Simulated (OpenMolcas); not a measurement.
OpenMolcas run: Nb+

Input:

```
&GATEWAY
Coord
1

Nb 0.0 0.0 0.0
Basis=ANO-RCC-VTZP
Group=XYZ
NoMove
AngMom=0.0 0.0 0.0
AMFI
&SEWARD
&RASSCF
FileOrb=start.orb
Symmetry=1
Spin=5
nActEl=4 0 0
Inactive=9 9
Ras2=6 0
CIRoot=15 15 1
SDav=15
CIMx=300
Iter=120 100
PrWF=0.3
OrbListing=Nothing
MaxOrb=0
Atom
>>> COPY $Project.JobIph JOB001
&RASSCF
FileOrb=start.orb
Symmetry=1
Spin=3
nActEl=4 0 0
Inactive=9 9
Ras2=6 0
CIRoot=102 102 1
SDav=105
CIMx=300
Iter=120 100
PrWF=0.3
OrbListing=Nothing
MaxOrb=0
Atom
>>> COPY $Project.JobIph JOB002
&RASSCF
FileOrb=start.orb
Symmetry=1
Spin=1
nActEl=4 0 0
Inactive=9 9
Ras2=6 0
CIRoot=84 84 1
SDav=105
CIMx=300
Iter=120 100
PrWF=0.3
OrbListing=Nothing
MaxOrb=0
Atom
>>> COPY $Project.JobIph JOB003
&RASSI
NrOfJobIphs=3 15 102 79
1 2 3 4 5 6 7 8 9 10 11 12 13 14 15
1 2 3 4 5 6 7 8 9 10 11 12 13 14 15 16 17 18 19 20 21 22 23 24 25 26 27
28 29 30 31 32 33 34 35 36 37 38 39 40 41 42 43 44 45 46 47 48 49 50 51
52 53 54 55 56 57 58 59 60 61 62 63 64 65 66 67 68 69 70 71 72 73 74 75
76 77 78 79 80 81 82 83 84 85 86 87 88 89 90 91 92 93 94 95 96 97 98 99
100 101 102
1 2 3 4 5 6 7 8 9 10 11 12 13 14 15 16 17 18 19 20 21 22 23 24 25 26 27
28 29 30 31 32 33 34 35 36 37 38 39 40 41 42 43 44 45 46 47 48 49 50 51
52 53 54 55 56 57 58 59 60 61 62 63 64 65 66 67 68 69 70 71 72 73 74 75
76 77 78 79
IphNames
JOB001
JOB002
JOB003
EJob
SpinOrbit
DIPRint=1.0
SOCoupling=1000.0
Subsets=2
Property=9
'ANGMOM' 1 'ANGMOM' 2 'ANGMOM' 3 'MLTPL  1' 1 'MLTPL  1' 2 'MLTPL  1' 3
'AMFI' 1 'AMFI' 2 'AMFI' 3
SOProperty=3
'ANGMOM' 1 'ANGMOM' 2 'ANGMOM' 3
```

Launched by
```bash
OMP_NUM_THREADS=1 MOLCAS_MEM=1689 MOLCAS_PROJECT=a pymolcas a.inp > a.log  # once for each step of the input, in one work folder
```

A driver script runs the steps one by one and writes start.orb anew before each from the orbitals found so far.

Output, cut to the results:

```
--- SEWARD ---
Basis set label: NB.ANO-RCC...7S6P4D2F1G.

      Electronic valence basis set:
      ------------------
      Associated Effective Charge  41.000000 au
      Associated Actual Charge     41.000000 au
      Nuclear Model: Point charge

      Shell  nPrim  nBasis  Cartesian Spherical Contaminant
         s      21       7        X
         p      18       6        X
         d      13       4                 X
         f       6       2                 X
         g       4       1                 X
                  Relativistic Douglas-Kroll-Hess integrals:
                    - DKH order of Hamiltonian: 2
                    - DKH order of Properties : 0
                  Atomic mean-field integrals
--- RASSCF ---
Wave function specifications:
      -----------------------------

      Number of closed shell electrons          36
      Number of electrons in active shells       4
      Max number of holes in RAS1 space          0
      Max nr of electrons in RAS3 space          0
      Number of inactive orbitals               18
      Number of active orbitals                  6
      Number of secondary orbitals              44
      Spin quantum number                      2.0
      State symmetry                             1
Orbital specifications:
      -----------------------

      Symmetry species                           1   2
                                                ag  au
      Frozen orbitals                            0   0
      Inactive orbitals                          9   9
      Active orbitals                            6   0
      RAS1 orbitals                              0   0
      RAS2 orbitals                              6   0
      RAS3 orbitals                              0   0
      Secondary orbitals                        21  23
      Deleted orbitals                           0   0
      Number of basis functions                 36  32
      Number of CSFs                            15
      Number of root(s) required                15
      Iter CI   SX   CI       RASSCF       Energy    max ROT     max BLB   max BLB  Level Ln srch  Step   QN
          iter iter root      energy       change     param      element    value   shift minimum  type update
 Nr of preliminary CI iterations:   1
      Total energies have been shifted. Add                -3000.00 au
        1   1    3    0  -816.56520272    0.00E+00   3.18E-07    9  17 1 -5.24E-07   0.25   0.00    SX    NO
        2   1    2    0  -816.56520272   -1.46E-11   1.20E-07    7  10 2  1.48E-07   0.25   0.00    SX    NO
        3   1    1    0  -816.56520272    7.28E-12   0.00E+00    9  17 1 -3.85E-08   0.25   0.00    SX    NO
        4   1    1    0  -816.56520272   -3.64E-12   0.00E+00    9  17 1 -3.85E-08   0.25   0.00    SX    NO
      Convergence after  4 iterations
        5   1    1    0  -816.56520272    4.09E-12   0.00E+00    9  17 1 -3.85E-08   0.25   0.00    SX    NO
      Natural orbitals and occupation numbers for root  1
      sym 1:   1.000000   0.000000   1.000000   1.000000   1.000000   0.000000
      Natural orbitals and occupation numbers for root  2
      sym 1:   1.000000  -0.000000   1.000000   1.000000   1.000000   0.000000
      Natural orbitals and occupation numbers for root  3
      sym 1:  -0.000000   1.000000   1.000000   1.000000   1.000000   0.000000
::    RASSCF root number  1 Total energy:  -3816.57498449
::    RASSCF root number  2 Total energy:  -3816.57498449
::    RASSCF root number  3 Total energy:  -3816.57498449
::    RASSCF root number  4 Total energy:  -3816.57498449
::    RASSCF root number  5 Total energy:  -3816.57498449
::    RASSCF root number  6 Total energy:  -3816.57398358
::    RASSCF root number  7 Total energy:  -3816.57398358
::    RASSCF root number  8 Total energy:  -3816.57398358
::    RASSCF root number  9 Total energy:  -3816.57398358
::    RASSCF root number 10 Total energy:  -3816.57398358
::    RASSCF root number 11 Total energy:  -3816.57398358
::    RASSCF root number 12 Total energy:  -3816.57398358
::    RASSCF root number 13 Total energy:  -3816.52841108
::    RASSCF root number 14 Total energy:  -3816.52841108
::    RASSCF root number 15 Total energy:  -3816.52841108
--- RASSCF ---
Wave function specifications:
      -----------------------------

      Number of closed shell electrons          36
      Number of electrons in active shells       4
      Max number of holes in RAS1 space          0
...
--- RASSI ---
SPIN-FREE ENERGIES:
  (Shifted by EMIN (a.u.) =      -3816.5749844948)

 SF State       Relative EMIN(au)   Rel lowest level(eV)    D:o, cm**(-1)      L_eff

     1             0.0000000000        0.0000000000              0.0000         2.0
     2             0.0000000000        0.0000000000              0.0000         2.0
     3             0.0000000000        0.0000000000              0.0000         2.0
     4             0.0000000000        0.0000000000              0.0000         2.0
     5             0.0000000000        0.0000000000              0.0000         2.0
     6             0.0010009107        0.0272361686            219.6745         3.0
     7             0.0010009107        0.0272361686            219.6745         3.0
     8             0.0010009107        0.0272361686            219.6745         3.0
     9             0.0010009107        0.0272361686            219.6745         3.0
    10             0.0010009107        0.0272361686            219.6745         3.0
    11             0.0010009107        0.0272361686            219.6745         3.0
    12             0.0010009107        0.0272361686            219.6745         3.0
    16             0.0344717472        0.9380240289           7565.6740         1.0
    17             0.0344717472        0.9380240289           7565.6740         1.0
    18             0.0344717472        0.9380240289           7565.6740         1.0
    19             0.0415803239        1.1314582551           9125.8263         3.0
    20             0.0415803239        1.1314582551           9125.8263         3.0
    21             0.0415803239        1.1314582551           9125.8263         3.0
    22             0.0415803239        1.1314582551           9125.8263         3.0
    23             0.0415803239        1.1314582551           9125.8263         3.0
    24             0.0415803239        1.1314582551           9125.8263         3.0
...
```

Levels above the lowest, from the spin-orbit matrix, grouped by J:

```csv
Configuration,Term,J,E (cm⁻¹),Measured (cm⁻¹),g,Term weight %
4d⁴,⁵D,0,0.0,0.0,,98
4d³ 5s,⁵F,1,52.5,2357,-0.000,100
4d⁴,⁵D,1,160,159,1.501,99
4d³ 5s,⁵F,2,313,2629,1.000,100
4d⁴,⁵D,2,449,438,1.500,99
4d³ 5s,⁵F,3,696,3030,1.250,100
4d⁴,⁵D,3,835,801,1.500,100
4d³ 5s,⁵F,4,1192,3543,1.350,100
4d⁴,⁵D,4,1292,1225,1.499,99
4d³ 5s,⁵F,5,1786,4146,1.400,100
4d⁴,³P(1),0,7247,5562,,98
4d⁴,³P(1),1,7845,6192,1.508,98
4d⁴,³P(1),2,8902,7261,1.503,93
4d⁴,³F,2,9424,,0.679,98
4d⁴,³F,3,9792,,1.071,96
4d⁴,³F,4,10223,,1.238,93
4d³ 5s,⁵P,1,10706,,2.486,98
4d³ 5s,⁵P,2,10965,,1.816,94
4d³ 5s,⁵P,3,11313,,1.667,100
4d⁴,³H,4,11928,,0.833,88
4d³ 5s,³G,3,12055,,0.764,96
4d⁴,³H,5,12208,,1.063,82
4d³ 5s,³G,4,12404,,1.032,84
4d⁴,³H,6,12576,,1.166,99
```

Against the 12 measured excited levels shown (NIST Handbook of Basic Atomic Spectroscopic Data) the mean absolute deviation is 1400 cm-1; the largest miss in energy is 4d³ 5s ⁵F₅: computed 1786, measured 4146 cm⁻¹ (-56.9 %), and the largest in proportion 4d³ 5s ⁵F₁ (-97.8 %). Levels of one J stand in another order than measured, so their pairing by name is doubtful.

Some high roots are left out of the spin-orbit mixing, which shifts the levels that they would mix with. Without dynamic correlation excited terms often stand tens of per cent too high (terms of higher spin than the ground term too low), and those without a measured partner can miss by more than the paired ones. Configurations are named by rounded mean occupations; where the s occupation lies near a half they are strongly mixed, a name can repeat and a true partner stay unpaired. A single d shell beside an s shell can misplace configurations of different d count against each other. Measured partners are found by configuration, term and J. A level has none where our copy of the source lacks it or the pairing is in doubt (some pairs that miss far off the trend of their configuration count as doubtful), and it then counts in no deviation. Levels of configurations outside the active space are missing. The first state left out of the spin-orbit step lies near 41000 cm-1 above the lowest spin-free state of the reference (among the parities and spins computed), and the list stops at four fifths of that energy or lower. The table shows the lowest 24 of 61 levels.

The term weight is that of the spin-free term in the level, not the purity of its configuration. A number in round brackets counts repeated terms of one configuration in the order of the reference energies.
